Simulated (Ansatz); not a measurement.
boron oxyfluoride (SMILES O=BF) moved off its minimum; all values from Ansatz (a program for electronic structure), cores frozen in correlated methods.
(charge 0, multiplicity 1)
```xyz
3

F     -0.0188     0.0409    -1.1795
B     -0.0353     0.0394     0.0055
O     -0.0007     0.0519     1.1977
```

| level | largest force (eV/Å) | on atom | rms difference from CCSD(T)/aug-cc-pVTZ (eV/Å) | dipole (D) |
|---|---|---|---|---|
| HF/def2-TZVPP | 6.41 | B2 | 1.107 | 2.85 |
| PBE/def2-TZVPP | 7.97 | F1 | 0.096 | 2.45 |
| r2SCAN/def2-TZVPP | 7.36 | F1 | 0.242 | 2.55 |
| B3LYP/def2-TZVPP | 7.43 | F1 | 0.347 | 2.55 |
| wB97M-V/def2-TZVPP | 7.54 | F1 | 0.350 | 2.59 |
| MP2/aug-cc-pVTZ | 7.85 | F1 | 0.150 | 2.50 |
| CCSD(T)/aug-cc-pVTZ | 7.74 | F1 | 0.000 | 2.52 |

The differences count from one level among others, with limits of its own. Forces at CCSD(T)/aug-cc-pVTZ (eV/Å):

```json
[
 {"atom": "F1", "Fx": "-0.016", "Fy": "-0.024", "Fz": "-7.742"},
 {"atom": "B2", "Fx": "0.062", "Fy": "0.030", "Fz": "5.130"},
 {"atom": "O3", "Fx": "-0.047", "Fy": "-0.006", "Fz": "2.612"}
]
```
